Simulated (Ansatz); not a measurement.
Cost and result for the atomization energy of C$_{2}$H$_{5}$AlO (9 atoms, 9 bonds).

Cartesian coordinates in Å:
```
C 1.409 0.660 -0.066
C 0.083 0.015 -0.058
O -0.323 -0.613 -1.071
Al -1.686 -0.698 0.297
H 1.938 0.510 -1.010
H 1.994 0.267 0.771
H 1.277 1.728 0.136
H -1.771 -2.113 0.998
H -2.920 0.245 0.002
```

Charge 0, multiplicity 1. The bonds changed during the relaxation, so this is another structure than the one it started from. Geometry: relaxed with PBE0-D4/def2-TZVP. Program: Ansatz. All runs use 2 threads of an Arm Neoverse V1 on a shared host. Times are those of one run each, without the atoms' runs, and a repeat can differ threefold. Electronic energies, without spin–orbit coupling; frozen cores. CCSD(T)/CBS adds CCSD(T) − MP2 in def2-TZVPP to the MP2 limit, and its time is that of the two runs behind it. T1 = 0.016. HSE06 is the plane-wave form, built on full-range PBE exchange.

CCSD(T)/CBS is a level of theory with its own doubt, some kJ/mol a heavy atom from the limit and from the frozen cores, so smaller differences don't rank the functionals.

```tsv
level	functions	wall time	atomization (kcal/mol)	difference from CCSD(T)/CBS	per bond
LDA (SPW92)/def2-TZVPP	205	1.3 s	894.6	111.2	12.4
BLYP-D4/def2-TZVPP	205	2.2 s	782.4	-1.0	-0.1
CCSD(T)/def2-SVP	85	2.8 s	746.9	-36.5	-4.1
PBE0-D4/def2-TZVPP	205	2.8 s	781.9	-1.5	-0.2
PBE-D4/def2-TZVPP (with forces)	205	2.9 s	797.9	14.5	1.6
HSE06-D4/def2-TZVPP	205	3.2 s	782.5	-0.9	-0.1
B2PLYP/def2-TZVPP	205	6 s	775.2	-8.2	-0.9
ωB97X-V/def2-TZVPP	205	9 s	786.1	2.7	0.3
B97M-V/def2-TZVPP	205	11 s	791.2	7.8	0.9
ωB97M-V/def2-TZVPP (with forces)	205	13 s	786.2	2.8	0.3
MP2/def2-QZVPP	391	21 s	787.9	4.5	0.5
CCSD(T)/def2-TZVPP	205	65 s	763.5	-19.9	-2.2
CCSD(T)/CBS(def2)	–	86 s	783.4	0.0	0.0
```

Leaving LDA and LC-ωPBE aside and taking each functional with its dispersion term where it has one, the values, not all of them listed here, spread over 40.3 kcal/mol, from BHLYP-D4 to PBE-D4. LDA lies +100.1 kcal/mol from PBE without D4, its usual overbinding. The D4 term adds +5.4 kcal/mol with B3LYP and +2.8 kcal/mol with PBE0; it sums over pairs of atoms, weighted by their polarisabilities, and B3LYP, whose exchange is more repulsive, gets the larger term. In def2-TZVPP, CCSD(T) changes the Hartree–Fock value by +194.1 kcal/mol (the triples alone add +12.2 kcal/mol) and MP2 by +206.6 kcal/mol; breaking electron pairs costs correlation energy, which Hartree–Fock lacks.

B3LYP here is the variant with VWN-RPA as its local correlation; programs differ in this.
